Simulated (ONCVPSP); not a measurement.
## Mo (Z = 42): variants of one ONCV potential

Base potential:

| Item | Value |
| --- | --- |
| Element | molybdenum (Mo) |
| Generator | ONCVPSP 4.0.1 |
| Type | optimised norm-conserving Vanderbilt (ONCV) |
| Functional | LDA (Perdew-Wang 92) |
| Relativity | scalar-relativistic |
| Frozen core | [Ar] 3d10 |
| Valence charge | 14 |
| Reference configuration | 4s2 4p6 4d5 5s1 |
| Partial waves | 4s+5s: rc 1.65 bohr, ncon 4, nbas 9, qcut 5.8 1/bohr, 2 projectors; 4p: rc 1.25 bohr, ncon 3, nbas 7, qcut 7.8 1/bohr, 2 projectors, debl 1.4 Ha; 4d: rc 2.35 bohr, ncon 5, nbas 10, qcut 6 1/bohr, 2 projectors, debl 3.6 Ha |
| Local potential | polynomial inside 1.20 bohr (lpopt 4, dvloc0 0 Ha) |
| Core correction | Teter function, fcfact 5.5, rcfact 1.6 |

In the p channel the program set the typed energies aside and used -1.418, 0.250 Ha.

All-electron outer shells of the reference configuration (LDA (PZ), scalar-relativistic, ld1.x):

```json
{"shell": "3d", "level (eV)": "-221.32", "outermost node (bohr)": "–", "outermost maximum (bohr)": "0.32"}
{"shell": "4s", "level (eV)": "-64.42", "outermost node (bohr)": "0.51", "outermost maximum (bohr)": "0.99"}
{"shell": "4p", "level (eV)": "-38.59", "outermost node (bohr)": "0.52", "outermost maximum (bohr)": "1.06"}
{"shell": "5s", "level (eV)": "-4.33", "outermost node (bohr)": "1.34", "outermost maximum (bohr)": "2.93"}
{"shell": "4d", "level (eV)": "-3.94", "outermost node (bohr)": "0.53", "outermost maximum (bohr)": "1.38"}
```

Cutoffs, loose and tight: the cutoffs (Ha) at which the residual kinetic energy of the hardest occupied pseudo-wave falls to 1 and 0.1 mHa per electron. They do not see the model core or the augmentation charge, which bear on the density cutoff. Test errors are all-electron minus pseudo excitation energies from the reference, over the configurations 4s2 4p6 4d5 5s0; 4s2 4p6 4d4 5s0; 4s2 4p6 4d3 5s0; 4s2 4p6 4d5.5 5s0.5. A dash means not determined; rows that change the core or the reference have their own tests.

```tsv
change	outcome	cutoff, loose	cutoff, tight	bound ghosts	GHOST(+) flags above zero	largest test error (meV)
base	generated, projector energies reset by the program	26 Ha	47 Ha	none	none	+19
core correction Teter function, fcfact 5.5, rcfact 1.64	generated, projector energies reset by the program	26 Ha	47 Ha	none	none	+18
d: qcut 5.3	generated, projector energies reset by the program	26 Ha	47 Ha	none	none	+32
local potential polynomial inside 1.05 bohr (lpopt 5, dvloc0 4 Ha)	generated, projector energies reset by the program	26 Ha	47 Ha	none	s	+20
p: nproj 1	generated	26 Ha	47 Ha	none	none	+21
```

Question: What comes out with this change to the base: reference 4s2 4p6 4d5.5 5s0.5?

Answer: outcome: generated; cutoff, loose: 26 Ha; cutoff, tight: 47 Ha; bound ghosts: none; GHOST(+) flags above zero: none; largest test error (meV): -278.

Question: What comes out with this change to the base: s: qcut 5; p: qcut 6.7; d: qcut 5.2?

Answer: outcome: generated, projector energies reset by the program; cutoff, loose: 24 Ha; cutoff, tight: 104 Ha; bound ghosts: none; GHOST(+) flags above zero: none; largest test error (meV): +35.
